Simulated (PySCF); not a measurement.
Zn(19+): ionisation energy

Zn(19+) [Ne] 3s1 (2S) → Zn(20+) [Ne] (1S), as a difference of total energies. Computed with PySCF 2.14 in an uncontracted even-tempered set (18 s from 1.7 bohr⁻², ratio 2.5; 11 p from 2.2 bohr⁻², ratio 2.5; 5 d from 8.7 bohr⁻², ratio 2.7; 4 f from 13 bohr⁻², ratio 2.7), with the spin-free X2C one-electron Hamiltonian (Gaussian nucleus). Correlated levels: outer shells: 1s2 frozen; virtual orbitals above 40 to 60 times the deepest correlated orbital energy dropped. The calculations carry no spin-orbit coupling.

**Question.** Order these methods by the ionisation energy they give, lowest first.
A. PBE
B. LDA
C. BHandHLYP
D. MP2 (outer shells)

**Answer.** D (737.33 eV), B (738.66 eV), C (739.22 eV), A (739.66 eV).

For comparison: 737.37 eV (semi-empirical (NIST evaluation); NIST Atomic Spectra Database, ionization energies).
